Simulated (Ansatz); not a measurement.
Mulliken charges of `[NH]=[Ta]([OH])([OH])[F]` from r2SCAN/def2-TZVPP in Ansatz (PBE0-D4/def2-TZVP geometry).

| atom | x (Å) | y (Å) | z (Å) | charge (e) |
| --- | --- | --- | --- | --- |
| N1 | -1.081 | 0.596 | 0.830 | -0.501 |
| Ta2 | 0.172 | 0.217 | -0.352 | 1.157 |
| O3 | 1.820 | -0.072 | 0.556 | -0.453 |
| O4 | -0.307 | -1.374 | -1.282 | -0.453 |
| F5 | 0.352 | 1.650 | -1.574 | -0.353 |
| H6 | -1.803 | 0.863 | 1.477 | 0.157 |
| H7 | 2.027 | -0.017 | 1.489 | 0.222 |
| H8 | -1.087 | -1.921 | -1.201 | 0.222 |

By hand: the dipole of these point charges (1 e Å = 4.8032 D).

Σ q r = (-0.143, -0.270, 0.357) e Å, of length 0.470 e Å = 2.26 D.

How does the dipole of the full density compare? (An estimate is asked.)

Computed: (-0.161, -0.296, 0.396) e Å, 2.50 D; the point charges give 0.90 times that, at 0° from its direction.

Point charges leave out the atoms' own dipoles, such as those of lone pairs, and Mulliken's split depends on the basis, so the close match here is no proof of good charges.
